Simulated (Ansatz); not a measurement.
Species: C$_{2}$H$_{9}$P$_{2}$Si, charge 0, multiplicity 2. SMILES: P[Si](C)([CH2])P
Geometry: optimised at B3LYP-D3(BJ)/def2-TZVP (Ansatz, an electronic-structure program).

Wanted: atomisation energy, in kcal/mol. Set-up: six Cartesian d functions in 6-31G* and its kin unless marked 5d; valence correlation only; LANL2DZ with its own core potentials from Na on; open shells spin-unrestricted; atomisation electronic, to ground-state atoms; no spin-orbit coupling; 6-311+G** with 5d, 6d on Na to Ar in Ansatz; non-relativistic. Basis-set limits of correlation are two-point, X^-3; Hartree-Fock from the larger set. Ab initio and DFT rows: single points at B3LYP-D3(BJ) geometries (Ansatz).

Coupled cluster (Ansatz) is a level with limits of its own, used here on species with T1 under 0.025 (0.045 for open shells) and stable references: CCSD(T)/CBS(cc-pV(T+d)Z,cc-pV(Q+d)Z).

Value to compare with, CCSD(T)/CBS(cc-pV(T+d)Z,cc-pV(Q+d)Z) (Ansatz): 1093.8 kcal/mol.

```
level          program  atomisation energy (kcal/mol)  difference
-------------  -------  -----------------------------  ----------
MP2/STO-3G      Ansatz                         1158.7        64.9
MP2/3-21G       Ansatz                          859.8      -234.0
MP2/LANL2DZ     Ansatz                          855.8      -238.0
MP2/6-31G*      Ansatz                          952.9      -140.9
MP2/6-311+G**   Ansatz                         1010.5       -83.3
```

Among the 5 habitual levels, MP2/LANL2DZ lies farthest from CCSD(T)/CBS(cc-pV(T+d)Z,cc-pV(Q+d)Z) (Ansatz) (-238.0 kcal/mol) and MP2/STO-3G nearest (64.9); 1 of 5 lie above it, and their mean absolute difference is 152.2 kcal/mol, the median 140.9. One case shows no general order.

The sets are all those run for this method; left out are runs that failed, that the program found above a lower state of the same kind, or whose <S^2> lies over 0.5 above the pure value.
